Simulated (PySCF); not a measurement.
Computed shifts of a molecule C2H5ClSi2, B3LYP/pcSseg-1 (PySCF), GIAO, gas phase, atoms alike by connectivity averaged where their shifts nearly agree, in ppm (number of nuclei): ¹³C: 174.9 (1), 164.2 (1). ²⁹Si: -41.5 (1), -71.2 (1). ¹H: 7.33 (1), 4.94 (2), 4.72 (2). References: ³⁵Cl against HCl (σ = 933.3 ppm); ¹³C against TMS (σ = 181.3 ppm); ²⁹Si against TMS (σ = 338.7 ppm); ¹H against TMS (σ = 31.68 ppm), references at their B3LYP-D3(BJ)/def2-TZVP geometries, non-relativistic (without spin–orbit terms, shifts of atoms bonded to Cl or Br come out too high). The structure is a stationary point at r2SCAN-D4/def2-SVP. Other conformers were not sampled.

Task: Which structure fits?
A) Cl[Si@H]1C=C[SiH2]1
B) C#C[Si@@H]([SiH3])Cl
C) ClC1=C[SiH2][SiH2]1
D) C#C[SiH2][SiH2]Cl

Result: C, ClC1=C[SiH2][SiH2]1
